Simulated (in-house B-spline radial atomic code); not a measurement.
## OLYP excitations of the krypton ion Kr⁸⁺

Method: OLYP. Computed with a B-spline radial code for spherical atoms: linear response of the closed shell [Ar] 3d10 with the functional's adiabatic kernel; scalar-relativistic (spin-free one-electron X2C), finite nucleus, no spin-orbit coupling, no double excitations, S, P, D and F terms only. Only terms of natural parity with L up to 3 were computed.

Command:
```bash
python run_td.py task.json out
```
Settings (radii: box in bohr, nucleus in fm):
```
Z                        36
electrons                28
configuration            [Ar] 3d10
hamiltonian              x2c
method                   optx,lyp
box_radius               11.59
rms_radius               4.1884
intervals                69
```

Time taken, with all properties: 0.8 s on 1 thread of Intel(R) Xeon(R) Platinum 8259CL CPU @ 2.50GHz (Skylake/Cascade Lake), on a shared host.

The lowest states, in the order of their Tamm-Dancoff energies; the method's threshold (minus the highest occupied level) is 216.18 eV. Labels give the largest channel, * marks a mixed state, and oscillator strengths are full-response dipole values. Semilocal kernels can invert the small singlet-triplet splittings of Rydberg terms. Energies in eV:

```json
{"state": "3d → 4s 3D", "full response": "79.31", "Tamm-Dancoff": "79.33", "oscillator strength": "-"}
{"state": "3d → 4s 1D", "full response": "80.34", "Tamm-Dancoff": "80.36", "oscillator strength": "-"}
{"state": "3d → 4p 3P", "full response": "?", "Tamm-Dancoff": "?", "oscillator strength": "-"}
{"state": "3d → 4p 3F", "full response": "98.07", "Tamm-Dancoff": "98.09", "oscillator strength": "-"}
{"state": "3d → 4p 1F", "full response": "99.03", "Tamm-Dancoff": "99.04", "oscillator strength": "-"}
{"state": "3d → 4p 1P", "full response": "100.51", "Tamm-Dancoff": "100.60", "oscillator strength": "0.503"}
{"state": "3d → 4d 3S", "full response": "126.35", "Tamm-Dancoff": "126.40", "oscillator strength": "-"}
{"state": "3d → 4d 3D", "full response": "?", "Tamm-Dancoff": "?", "oscillator strength": "-"}
{"state": "3d → 4d 1D", "full response": "128.46", "Tamm-Dancoff": "128.49", "oscillator strength": "-"}
{"state": "3d → 4d 1S", "full response": "136.68", "Tamm-Dancoff": "137.72", "oscillator strength": "-"}
```

Question: Where does 3d → 4p 3P lie?

Answer: At 97.89 eV in full response, 97.93 eV in Tamm-Dancoff.

Question: Where does 3d → 4d 3D lie?

Answer: At 127.19 eV in full response, 127.20 eV in Tamm-Dancoff.

Question: How large is the singlet-triplet splitting of 3d → 4s (D terms) in Tamm-Dancoff?

Answer: 1.03 eV, from the unrounded values.

Question: What polarisabilities and dispersion coefficient does the method give?

Answer: Dipole 0.2105 bohr³, quadrupole 0.1429 bohr⁵, C6 0.2455 hartree·bohr⁶ for two such species.
